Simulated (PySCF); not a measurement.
C2F3, SMILES F[C]=C(F)F, multiplicity 2. Atoms are numbered in the order given.

```xyz
5

F      0.0278    -1.9558     0.0000
C      0.5987    -0.7854     0.0000
C      0.0592     0.4223     0.0000
F     -1.2404     0.6702     0.0000
F      0.7741     1.5277     0.0000
```
Charge 0, spin multiplicity 2.

Coordinates come from a B3LYP-D3(BJ)/def2-SVP optimisation. The isomer is the one that the SMILES or the coordinates give; other isomers of the formula were not compared.

The numbers are results of PBE/pcH-1 (PySCF), not measurements.

Unrestricted Kohn–Sham, ⟨S²⟩ = 0.758. Hyperfine tensors hold the contact and dipolar terms, without spin-orbit corrections.

### Question
Estimate the hyperfine couplings. (Estimate from the structure and the level; the computed values follow.)

### Answer

```
nucleus    A(iso) (MHz)  A(iso) (G)  dipolar principal values (MHz)
---------  ------------  ----------  ------------------------------
19F no. 1         227.3        81.1           -311.5, -248.8, 560.2
13C no. 2         572.2       204.2             -73.3, -51.3, 124.6
13C no. 3         126.4        45.1               -24.0, -1.0, 25.0
19F no. 4         107.1        38.2            -130.7, -68.3, 198.9
19F no. 5         -10.5        -3.7               -51.6, 11.2, 40.4
```

### Question
And the g tensor (effective nuclear charges for spin-orbit coupling, GIAO)? (An estimate is asked for; the answer gives what the named calculation found.)

### Answer
principal values 2.0018, 2.0048, 2.0059; isotropic 2.0042.
